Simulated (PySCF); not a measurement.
Basis and Hamiltonian dependence of the excitation energy of Pb

Pb [Xe] 4f14 5d10 6s2 6p2 (3P) → Pb [Xe] 4f14 5d10 6s2 6p1 7s1, s spin flipped. All values are computed (PySCF 2.14, energy differences of UHF-based or UKS calculations, no spin-orbit coupling). Values in eV.

| basis | Hamiltonian | functions | UHF | LDA | PBE0 | MP2 (valence) |
| --- | --- | --- | --- | --- | --- | --- |
| aug-cc-pwCVDZ-PP with ECP60MDF | ECP | 48 | 4.014 | 4.009 | 3.980 | 4.017 |
| aug-cc-pVTZ-PP with one added diffuse shell each of d, f type with ECP60MDF | ECP | 67 | 3.907 | 3.966 | 3.930 | 3.975 |
| aug-cc-pVTZ-DK3 | spin-free X2C | 84 | 3.969 | 4.007 | 3.970 | 4.027 |
| def2-QZVPPD with the def2 core potential (60 electrons) | ECP | 88 | 3.856 | 3.946 | 3.911 | 3.957 |

Frozen in the all-electron rows: valence: [Xe] 4f14 5d10; with a core potential, the same shells as far as they lie outside it.

In the upper determinant the s electron has its spin opposite to the other open shell, which mixes two multiplicities. Spin-orbit coupling is strong in these open shells (close to jj coupling), so the scalar numbers refer to model states.
